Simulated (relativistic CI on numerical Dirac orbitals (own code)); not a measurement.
Electric-dipole transitions in Sr³⁺

Computed by Dirac-Coulomb-Breit CI, separate exchange-only KLI orbitals for each configuration, a model potential for QED, valence Slater integrals scaled by 0.85, P86 correlation estimate, and configurations built on the next ion tied to the tabulated ionisation energy (semi-empirical) (own radial code, finite nucleus).

Configuration list (outside the closed core [Ar] 3d10): 4s²4p⁵, 4s²4p⁴4d, 4s²4p⁴5s, 4s²4p⁴5p, 4s²4p⁴5d, 4s²4p⁴6s, 4s²4p⁴4f, 4s²4p⁴5f, 4s4p⁶, 4s²4p³4d², 4s4p⁵4d, 4s4p⁵4f, 4s²4p³4f², 4s²4p⁴6p, 4p⁵4d², 4s²4p⁴6d, 4s²4p⁴5g, 4s²4p⁴6f, 4s4p⁵5s, 4s²4p³4d4f, 4p⁶4d, 4s4p⁴4d², 4s4p⁵5p, 4s²4p³4d5s. Levels of other configurations are missing.

```
λ vac (nm)                Lower                 Upper   A (s⁻¹)  log gf  S velocity/length
    24.981    4s²4p⁵ ²P°3/2 [1]  4s²4p⁴6d ²D5/2 [239]  1.82e+09   -0.99               0.63
    25.542    4s²4p⁵ ²P°1/2 [2]  4s²4p⁴6d ²D3/2 [245]  3.21e+09   -0.90               0.60
    25.711    4s²4p⁵ ²P°3/2 [1]  4s²4p⁴6d ²D5/2 [203]  4.15e+09   -0.61               0.63
    25.825    4s²4p⁵ ²P°3/2 [1]  4s²4p⁴6d ⁴F3/2 [195]  1.06e+09   -1.37               0.67
    39.852    4s²4p⁵ ²P°3/2 [1]   4s²4p⁴4d ²D5/2 [33]  7.04e+10    1.00               0.97
    40.640    4s²4p⁵ ²P°1/2 [2]   4s²4p⁴4d ²P1/2 [37]  6.35e+10    0.50               0.94
    40.694    4s²4p⁵ ²P°3/2 [1]   4s²4p⁴5s ²P1/2 [31]  1.27e+10   -0.20               0.87
    40.833    4s²4p⁵ ²P°1/2 [2]   4s²4p⁴5s ²D3/2 [35]  8.93e+09   -0.05               0.85
    41.375    4s²4p⁵ ²P°3/2 [1]   4s²4p⁴5s ²P3/2 [30]  5.71e+09   -0.23               0.82
    41.673    4s²4p⁵ ²P°3/2 [1]   4s²4p⁴4d ²D5/2 [28]  1.76e+09   -0.56               1.03
    42.347    4s²4p⁵ ²P°1/2 [2]   4s²4p⁴5s ²P1/2 [31]  3.49e+09   -0.73               0.77
    42.444    4s²4p⁵ ²P°3/2 [1]   4s²4p⁴5s ⁴P3/2 [26]  5.07e+09   -0.26               0.82
    43.085    4s²4p⁵ ²P°1/2 [2]   4s²4p⁴5s ²P3/2 [30]  4.18e+08   -1.33               0.81
    43.139    4s²4p⁵ ²P°3/2 [1]   4s²4p⁴5s ⁴P5/2 [25]  2.88e+08   -1.32               0.83
    45.413    4s²4p⁵ ²P°3/2 [1]   4s²4p⁴4d ²F5/2 [23]  3.24e+08   -1.22               0.97
    242.20  4s²4p⁴5s ⁴P5/2 [25]  4s²4p⁴5p ⁴D°7/2 [42]  4.13e+08    0.46               0.67
```

Terms are leading LS components. Brackets give the number of a level in order of energy, since labels repeat. The list gives strong lines, with weight on those to low levels, without configurations that were not tied to measured data, among the lowest 300 of 1392 levels, so that lines to higher ones, which can be the strongest, are missing, and without lines across small gaps between configurations, and without 228 lines that miss the measured interval by over 3.5 %, start from a term whose rates miss tabulated ones by over 60 %, have gauges far apart or, lacking measured levels, span too small a gap for the errors found; lines with a level outside our table were not tested and can miss by more. Levels whose partners in the same complex of configurations lie outside the list can be far off, and so can their lines. Rates are taken at the computed energies, electric ones in the length gauge. A velocity-to-length ratio far from 1 marks an uncertain rate.

Configurations that consist of the next ion and one excited electron were tied to the tabulated ionisation energy; Rydberg ones are usually within 1,000 to 3,000 cm⁻¹ and the lowest ones within about 6,000 (9,000 in d shells), while levels on excited terms of the next ion carry the error of that term, and the other configurations can be misplaced by 10,000 cm⁻¹ or more. Rates follow the energies as ν³ (E1, M1) or ν⁵ (E2), so rates, branching and lifetimes can be off by large factors. The fine structure of a lone outer electron comes out too small, for d and f at times inverted, and misplaced configurations move strength between like terms. 55 of the 69 excited levels that our extract of the measured tables holds in this range could be paired (the sources list more); they are missed by 3898 cm⁻¹ on average and 13365 at most, and levels without a partner can miss by more.

Problem. From the table, what is the radiative lifetime of 4s²4p⁴5s ²P1/2?

Solution. The listed rates from this level add up to about 1.62e+10 s⁻¹, 100 % of its decay; with all channels τ = 6.19e-11 s.

LS names give the leading component of a level, which can be under half, so a name can repeat, a term be missing and a line seem to break the LS rules.
